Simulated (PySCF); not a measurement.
(Z)-1,2-dichloro-1-fluoroprop-1-ene (C₃H₃Cl₂F), SMILES C/C(Cl)=C(\F)Cl. Atoms are numbered in the order given.

```xyz
9

C     -1.4950     1.6798     0.0000
C     -0.3472     0.7203     0.0000
Cl     1.2443     1.4191     0.0000
C     -0.4855    -0.6165     0.0000
F     -1.6961    -1.1787     0.0000
Cl     0.7898    -1.7653     0.0000
H     -2.4482     1.1353     0.0000
H     -1.4511     2.3280     0.8899
H     -1.4511     2.3280    -0.8899
```
Charge 0, spin multiplicity 1.

The structure is a stationary point at TPSSh-D3(BJ)/def2-SVP.

The numbers are results of SMD-ωB97X/def2-SVP (PySCF), not measurements.

Solvation free energies are E(SMD) − E(gas) at the gas-phase geometry, for 1 M in both phases. In vacuum the dipole moment is 1.36 D.

**Question.** Rank water, methanol, chlorobenzene by solvation free energy, most negative first.

**Answer.** chlorobenzene (-3.3 kcal/mol), methanol (-2.7 kcal/mol), water (1.4 kcal/mol)
